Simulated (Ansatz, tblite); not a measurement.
Forces on [V(H2S)(H2O)5]2+ (VSO5H12²⁺) at its r2SCAN-D4/def2-SVP geometry. The state is a quartet with charge 2.

The xTB rows come from tblite.

GFN2-xTB (tblite), largest force 0.48 eV/Å:

```xyz
19
positions Å, forces eV/Å
V     0.010   -0.020    0.028   -0.012   -0.209   -0.220
S    -0.243   -1.376   -2.151   -0.092    0.184   -0.255
H    -1.450   -1.158   -2.727    0.442    0.043    0.189
H     0.460   -0.810   -3.162   -0.308   -0.094    0.360
O     0.269    0.944    1.907    0.050    0.239    0.405
H     1.094    1.317    2.255   -0.097   -0.082   -0.102
H    -0.392    1.016    2.614    0.065   -0.050   -0.141
O    -0.554    1.883   -0.741   -0.074    0.195   -0.147
H    -0.824    2.148   -1.634    0.030   -0.053    0.084
H    -0.588    2.686   -0.197    0.023   -0.134   -0.015
O     0.588   -1.871    0.910    0.062   -0.232    0.062
H     0.652   -2.738    0.476   -0.027    0.163    0.016
H     0.843   -2.010    1.836   -0.039    0.073   -0.103
O     2.054    0.431   -0.349    0.223    0.022   -0.158
H     2.800   -0.182   -0.252   -0.129    0.030    0.014
H     2.393    1.195   -0.842   -0.072   -0.068    0.071
O    -1.998   -0.385    0.631   -0.258   -0.077   -0.039
H    -2.338   -1.220    0.989    0.099    0.078   -0.043
H    -2.776    0.151    0.409    0.116   -0.030    0.023
```

r2SCAN-D4/def2-TZVP (Ansatz), largest force 0.34 eV/Å:

```
V -0.040 -0.083 -0.238
S -0.054 0.109 -0.145
H 0.181 0.002 0.092
H -0.118 -0.050 0.161
O 0.046 0.123 0.294
H -0.114 -0.066 -0.083
H 0.082 -0.026 -0.130
O -0.081 0.299 -0.080
H 0.052 -0.103 0.126
H 0.014 -0.141 -0.064
O 0.093 -0.298 0.136
H -0.018 0.165 0.052
H -0.046 0.060 -0.141
O 0.310 0.051 -0.078
H -0.141 0.074 0.002
H -0.094 -0.106 0.071
O -0.306 -0.076 0.069
H 0.087 0.122 -0.054
H 0.148 -0.056 0.011
```

r2SCAN0-D4/def2-TZVP (Ansatz), largest force 0.77 eV/Å:

```
V -0.019 0.018 -0.068
S -0.155 0.173 -0.538
H 0.350 -0.044 0.200
H -0.199 -0.141 0.326
O 0.108 0.283 0.688
H -0.431 -0.206 -0.215
H 0.334 -0.051 -0.400
O -0.198 0.701 -0.220
H 0.153 -0.197 0.464
H 0.027 -0.447 -0.272
O 0.211 -0.676 0.314
H -0.041 0.486 0.221
H -0.143 0.111 -0.492
O 0.717 0.090 -0.259
H -0.419 0.312 -0.028
H -0.218 -0.392 0.266
O -0.732 -0.207 0.089
H 0.213 0.443 -0.181
H 0.442 -0.257 0.104
```
